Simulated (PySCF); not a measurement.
B(F)(GeH3)(OMe) (CH6BFGeO), SMILES CO[B](F)[GeH3].

Geometry optimised at TPSSh-D3(BJ)/def2-SVP. This is a generated structure with no PubChem entry under its InChIKey; it may be hypothetical. One conformer was computed; it need not be the lowest.

Method: TDDFT-B3LYP/def2-SVPD in PySCF.

Vertical excitations. Isolated molecule, no solvent. State labels are in the subgroup Cs.

Computed excitation energies, oscillator strengths and character:
```csv
state,symmetry,energy (eV),λ (nm),f,main pairs
S1,A",6.36,195,0.022,HOMO→LUMO 97 %
S2,A',7.19,172,0.071,HOMO→LUMO+1 99 %
S3,A",7.55,164,0.005,HOMO−2→LUMO 97 %
S4,A',7.67,162,0.023,"HOMO→LUMO+2 52 %, HOMO−1→LUMO 35 %, HOMO−3→LUMO 10 %"
S5,A',7.69,161,0.068,"HOMO−1→LUMO 61 %, HOMO→LUMO+2 29 %"
S6,A',7.98,155,0.038,"HOMO−3→LUMO 66 %, HOMO→LUMO+3 13 %, HOMO→LUMO+2 11 %"
S7,A",8.17,152,0.042,HOMO−1→LUMO+1 88 %
S8,A",8.19,151,0.009,HOMO−4→LUMO 84 %
S9,A',8.33,149,0.040,"HOMO→LUMO+3 50 %, HOMO−2→LUMO+1 39 %"
S10,A',8.40,148,0.096,"HOMO−2→LUMO+1 49 %, HOMO→LUMO+3 25 %, HOMO→LUMO+5 10 %, HOMO−3→LUMO 7 %"
T1,A",5.44,228,0,HOMO→LUMO 97 %
T2,A',6.66,186,0,HOMO−1→LUMO 85 %
T3,A',6.90,180,0,"HOMO→LUMO+1 67 %, HOMO−3→LUMO 21 %"
T4,A',7.12,174,0,"HOMO−3→LUMO 55 %, HOMO→LUMO+1 30 %"
```
Triplets are in the Tamm–Dancoff approximation, which puts them higher than full response would, so one can lie above its singlet here.
